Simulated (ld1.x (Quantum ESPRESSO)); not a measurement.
## What one change does to a pseudopotential (scandium (Sc), RRKJ)

- Element: scandium (Sc)
- Generator: ld1.x (Quantum ESPRESSO) 7.5
- Type: norm-conserving RRKJ (Kleinman–Bylander form)
- Functional: LDA (PZ)
- Relativity: scalar-relativistic
- Frozen core: [Ne] 3s2
- Valence charge: 9
- Reference configuration: 3p6 3d1 4s1.5 4p0 (charge +0.5)
- Partial waves: 3p (bound): rc 1.25 bohr; 3d (bound): rc 1.75 bohr; 4s (bound): rc 2.45 bohr
- Local potential: the s channel
- Core correction: Bessel-smoothed model core inside 0.95 bohr

All-electron outer shells of the reference configuration (LDA (PZ), scalar-relativistic, ld1.x):

```
shell  level (eV)  outermost node (bohr)  outermost maximum (bohr)
   3s      -58.06                   0.42                      0.92
   3p      -36.91                   0.39                      0.97
   4s       -7.04                   1.33                      2.98
   3d       -6.66                      –                      1.10
   4p       -3.90                   1.48                      3.74
```

Change: all radii but the core radius scaled by about 1.25 (s 3.06, p 1.56, d 2.18 bohr).

Cutoffs: the cutoffs (Ry, on a coarse ladder) from which the occupation-weighted sum of valence levels, in a spherical-Bessel basis at the reference potential, stays within 10 and 1 mRy of its value at 400 Ry; they do not see the model core or the augmentation charge, which bear on the density cutoff. Errors are all-electron minus pseudo energies relative to the spin-unpolarised reference configuration.

**Question.** Predict the effect on cutoff, ghosts and configuration errors.

**Answer.** The potential gets softer (80 Ry and 100 Ry → 35 Ry and 50 Ry); of the 9 tests that both files solve, the error grows in 3 and shrinks in 2 by more than 15 % and 0.3 meV (median size 14.4 → 16.1 meV); neither file shows a bound ghost at the reference potential, the only one tested. A larger radius leaves more room for a smooth pseudo-wave, so fewer plane waves are needed.

```csv
quantity,base,changed
"cutoff, loose",80 Ry,35 Ry
"cutoff, tight",100 Ry,50 Ry
loose cutoff by channel (10 mRy a level),"p 60 Ry, d 45 Ry, s 6 Ry","p 30 Ry, d 30 Ry, s 6 Ry"
bound ghosts,none,none
"error for 3p6 3d1 4s2 4p0, meV [ΔE -2.82 eV]",+0.3,+0.3
"error for 3p6 3d1 4s1 4p0, meV [ΔE 4.24 eV]",-0.4,-0.4
"error for 3p6 3d1 4s0 4p0, meV [ΔE 17.20 eV]",-14,-14
"error for 3p6 3d1.5 4s1.5 4p0, meV [ΔE -2.18 eV]",-21,-11
"error for 3p6 3d1 4s0 4p2, meV [ΔE 3.00 eV]",-1167,-1190
"error for 3p6 3d0 4s2 4p0, meV [ΔE 5.78 eV]",-76,+34
"error for 3p6 3d0 4s0 4p0, meV [ΔE 42.29 eV]",-26,+131
"error for 3p6 3d1 4s1.5 4p0 (spin-polarised), meV [ΔE -0.27 eV]",+10,+18
"error for 3p6 3d1 4s2 4p0 (spin-polarised), meV [ΔE -2.98 eV]",+9.9,+16
```

Base: These tests converged, but a pseudo level misses the all-electron one widely, so the file describes the atom poorly there or has found another state: 3p6 3d0 4s0 4p0: empty 4p by 2.6 eV. Changed file: These tests converged, but a pseudo level misses the all-electron one widely, so the file describes the atom poorly there or has found another state: 3p6 3d1 4s0 4p2: 3d by 1.1 eV; 3p6 3d0 4s0 4p0: empty 4p by 2.6 eV.
